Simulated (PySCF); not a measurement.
cyclotrisilazane (H9N3Si3), SMILES [SiH2]1N[SiH2]N[SiH2]N1. Atoms are numbered in the order given.

```xyz
15

Si    -0.1038    -0.8890     1.5896
N      0.4503    -1.3988     0.0000
Si    -0.1038    -0.8890    -1.5896
N     -0.2858     0.8452    -1.4541
Si     0.2839     1.6597     0.0000
N     -0.2858     0.8452     1.4541
H      0.9531    -1.3681     2.5529
H     -1.4229    -1.4717     2.0381
H      1.2140    -2.0815     0.0000
H      0.9531    -1.3681    -2.5529
H     -1.4229    -1.4717    -2.0381
H     -1.0029     1.3132    -2.0146
H     -0.2723     3.0567     0.0000
H      1.7843     1.6937     0.0000
H     -1.0029     1.3132     2.0146
```

Geometry optimised at PBE-D3(BJ)/def2-SVP.

The numbers are results of B3LYP/def2-TZVP in PySCF, not measurements.

Symmetry labels are those of the subgroup Cs that the program uses (full group Cs).

### Question
List the valence orbital energies around the gap with their symmetry. (Estimate from the structure and the level; the computed values follow.)

### Answer

```json
[
 {"orbital": "HOMO−7", "symmetry": "A'", "energy (eV)": "-10.11"},
 {"orbital": "HOMO−6", "symmetry": "A\"", "energy (eV)": "-9.63"},
 {"orbital": "HOMO−5", "symmetry": "A'", "energy (eV)": "-9.51"},
 {"orbital": "HOMO−4", "symmetry": "A\"", "energy (eV)": "-9.31"},
 {"orbital": "HOMO−3", "symmetry": "A'", "energy (eV)": "-9.08"},
 {"orbital": "HOMO−2", "symmetry": "A'", "energy (eV)": "-7.87"},
 {"orbital": "HOMO−1", "symmetry": "A'", "energy (eV)": "-7.16"},
 {"orbital": "HOMO", "symmetry": "A\"", "energy (eV)": "-6.96"},
 {"orbital": "LUMO", "symmetry": "A'", "energy (eV)": "0.06"},
 {"orbital": "LUMO+1", "symmetry": "A\"", "energy (eV)": "0.33"},
 {"orbital": "LUMO+2", "symmetry": "A'", "energy (eV)": "0.48"},
 {"orbital": "LUMO+3", "symmetry": "A'", "energy (eV)": "1.10"}
]
```
